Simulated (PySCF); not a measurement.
**InSn: input and log**

State: ⁴Σ⁻ (quartet), unpaired electrons σ ↑, π ↑↑.

An equivalent input (the run itself took its basis sets from the Basis Set Exchange, started from a PBE0 density and held the occupation σ 9α 8β, πx 5α 4β, πy 5α 4β, δx 2α 2β, δy 2α 2β):

```python
from pyscf import gto, dft
mol = gto.M(atom='In 0 0 0; Sn 0 0 2.855', basis={'In': 'def2-SVP', 'Sn': 'def2-SVP'}, ecp={'In': 'def2-SVP', 'Sn': 'def2-SVP'},
            charge=0, spin=3, verbose=4, symmetry='C2v')
mf = dft.UKS(mol, xc='HYB_MGGA_XC_R2SCANH')
mf.grids.atom_grid = (80, 434)
mf.grids.prune = dft.gen_grid.treutler_prune
mf.irrep_nelec = {'A1': (11, 10), 'A2': (2, 2), 'B1': (5, 4), 'B2': (5, 4)}
mf.conv_tol = 1e-9
mf.max_cycle = 60
mf.diis_space = 10
mf.kernel()
```

The log (some set-up lines and the per-cycle HOMO/LUMO lines removed):

```
******** <class 'pyscf.dft.uks_symm.SymAdaptedUKS'> ********
method = SymAdaptedUKS
damping factor = 0
level_shift factor = 0
DIIS = <class 'pyscf.scf.diis.CDIIS'>
diis_start_cycle = 1
diis_space = 10
diis_damp = 0
SCF conv_tol = 1e-09
SCF conv_tol_grad = None
SCF max_cycles = 60
number electrons alpha = 23  beta = 20
Set gradient conv threshold to 3.16228e-05
init E= -404.556464682964
cycle= 1 E= -404.556816216087  delta_E= -0.000352  |g|= 0.00261  |ddm|= 0.0845
cycle= 2 E= -404.55682278739  delta_E= -6.57e-06  |g|= 0.00178  |ddm|= 0.0141
cycle= 3 E= -404.556824989086  delta_E= -2.2e-06  |g|= 0.00108  |ddm|= 0.00612
cycle= 4 E= -404.556826257402  delta_E= -1.27e-06  |g|= 0.00053  |ddm|= 0.00377
cycle= 5 E= -404.556826645076  delta_E= -3.88e-07  |g|= 7.31e-05  |ddm|= 0.00144
cycle= 6 E= -404.556826657474  delta_E= -1.24e-08  |g|= 3.27e-05  |ddm|= 0.00035
cycle= 7 E= -404.556826658644  delta_E= -1.17e-09  |g|= 4.94e-06  |ddm|= 0.000103
cycle= 8 E= -404.556826658737  delta_E= -9.35e-11  |g|= 1.09e-06  |ddm|= 3.93e-05
Extra cycle  E= -404.556826658736  delta_E= 1.36e-12  |g|= 1.57e-06  |ddm|= 7.23e-06
converged SCF energy = -404.556826658736  <S^2> = 3.7569786  2S+1 = 4.0034878
```

Repeating this along the bond gives Re = 2.837 Å and ωe = 150 cm⁻¹.

A point of this curve took 1.1 CPU seconds beside 0.28 for the integrals, on Arm Neoverse V1 (shared host).

Spin–orbit coupling is left out. The state was picked by a PBE0 search and need not be the measured ground state.
